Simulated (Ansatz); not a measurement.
CH₉AsSi₂, SMILES `C[SiH]([SiH3])[AsH2]` at its PBE0-D4/def2-TZVP geometry, where that method's forces vanish. The species carries charge 0 and has multiplicity 1.

```xyz
13

C    -1.0158    1.1681    1.1965
Si   -0.6642   -0.2097   -0.0304
Si    0.9924    0.3857   -1.5659
As   -0.0374   -2.1587    1.1714
H    -1.7817    0.8613    1.9123
H    -0.1134    1.4308    1.7531
H    -1.3688    2.0636    0.6797
H    -1.9146   -0.5628   -0.7636
H     2.2597    0.6702   -0.8366
H     0.6282    1.5981   -2.3530
H     1.2360   -0.7358   -2.5131
H     0.4139   -2.8833   -0.0893
H     1.3657   -1.6275    1.4388
```

(1) What forces (eV/Å) does r2SCAN-D4/def2-TZVPP give on these atoms in Ansatz 0.2.0? (Estimate.)

Results:

(1) The calculation gave: 
```
C1  -0.007  0.006  0.013
Si2 -0.001 -0.001 -0.044
Si3  0.004  0.009 -0.018
As4  0.021 -0.042  0.016
H5   0.015  0.019 -0.006
H6  -0.025  0.005 -0.003
H7   0.007 -0.010  0.020
H8   0.009  0.001  0.010
H9  -0.018 -0.003 -0.018
H10  0.016 -0.016  0.004
H11  0.003  0.024  0.013
H12  0.001  0.022  0.030
H13 -0.025 -0.014 -0.018
```
